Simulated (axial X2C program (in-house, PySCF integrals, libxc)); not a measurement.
ReNC⁺: the levels of the configuration d5 s0 p(π)0

Computed with an in-house all-electron X2C program for linear molecules (integrals from PySCF): two-component X2C with atomic mean-field Coulomb and Gaunt terms, basis Re dyall-v4z, N dyall-v4z, C dyall-v4z (cores contracted in-house). Orbitals come from Hartree–Fock averaged over the configuration Re d5 s0 p(π)0; CI then distributes these electrons over the d, s, p(π) shells of Re.

Re–N–C held linear, bonds 1.899 and 1.170 Å (the second held) (near the minimum of the configuration average).

Lowest levels of this model:

```json
{"Ω": "1/2", "energy (cm⁻¹)": "0", "g∥": "1.98", "configuration": "100% d5"}
{"Ω": "3/2", "energy (cm⁻¹)": "105", "g∥": "5.95", "configuration": "100% d5"}
{"Ω": "5/2", "energy (cm⁻¹)": "258", "g∥": "9.92", "configuration": "100% d5"}
{"Ω": "5/2", "energy (cm⁻¹)": "16029", "g∥": "6.17", "configuration": "100% d5"}
{"Ω": "3/2", "energy (cm⁻¹)": "16566", "g∥": "2.27", "configuration": "100% d5"}
{"Ω": "1/2", "energy (cm⁻¹)": "16709", "g∥": "0.44", "configuration": "100% d5"}
{"Ω": "7/2", "energy (cm⁻¹)": "16784", "g∥": "9.82", "configuration": "100% d5"}
{"Ω": "1/2", "energy (cm⁻¹)": "17618", "g∥": "0.96", "configuration": "100% d5"}
{"Ω": "5/2", "energy (cm⁻¹)": "17960", "g∥": "7.77", "configuration": "100% d5"}
{"Ω": "3/2", "energy (cm⁻¹)": "18059", "g∥": "4.61", "configuration": "100% d5"}
{"Ω": "3/2", "energy (cm⁻¹)": "18585", "g∥": "5.19", "configuration": "100% d5"}
{"Ω": "1/2", "energy (cm⁻¹)": "18854", "g∥": "0.81", "configuration": "100% d5"}
{"Ω": "7/2", "energy (cm⁻¹)": "20552", "g∥": "8.82", "configuration": "100% d5"}
{"Ω": "9/2", "energy (cm⁻¹)": "20916", "g∥": "11.82", "configuration": "100% d5"}
{"Ω": "5/2", "energy (cm⁻¹)": "20950", "g∥": "5.68", "configuration": "100% d5"}
{"Ω": "7/2", "energy (cm⁻¹)": "22135", "g∥": "9.06", "configuration": "100% d5"}
{"Ω": "9/2", "energy (cm⁻¹)": "23634", "g∥": "10.02", "configuration": "100% d5"}
{"Ω": "7/2", "energy (cm⁻¹)": "23729", "g∥": "6.22", "configuration": "100% d5"}
{"Ω": "11/2", "energy (cm⁻¹)": "23882", "g∥": "13.84", "configuration": "100% d5"}
```

g∥ is the magnitude of 2⟨Lz + ge Sz⟩ for the +Ω component.

Task: From Ω and g∥ of the lowest level, whose 2⟨Lz + ge Sz⟩ is positive, find ⟨Sz⟩ and ⟨Lz⟩ (ge = 2.0023).

Result: Ω = ⟨Lz⟩ + ⟨Sz⟩ = 1/2 and ⟨Lz⟩ + ge⟨Sz⟩ = 0.990, so ⟨Sz⟩ = 0.49 and ⟨Lz⟩ = 0.01.

Occupations of the active spinors in the lowest level by ω, shell by shell in order of energy: -5/2: 0.29; -3/2: 0.69 0.34 0.00; -1/2: 0.64 0.43 0.00 0.00; 1/2: 0.54 0.54 0.00 0.00; 3/2: 0.54 0.50 0.00; 5/2: 0.48. The leading determinant has weight 0.13 among 649.

This point took 11 s on 1 thread of Intel(R) Xeon(R) 6975P-C (Granite Rapids), with other jobs on the host.

There is no dynamic correlation: spin–orbit spacings and, for f shells, spacings inside one term are the most reliable numbers, splittings between terms come out too wide, and energies between configurations are not reliable, so the lowest level need not be the ground state of the molecule. For d shells the ligand-field splittings (σ, π, δ) and their order can be off by a thousand cm⁻¹ or more. At most 4 roots were kept for each Ω > 0 (twice that for Ω = 0) within 3.2 eV of the lowest, so higher up levels can be missing between those listed; levels with Ω > 0 are doubly degenerate and listed once, Ω = 0 levels singly. Some active spinors are only partly of the character that their shell is named for, so the shell names and counts are nominal. States that fill the shells left empty in the average are placed too high. The molecule was held linear; bending was not examined.
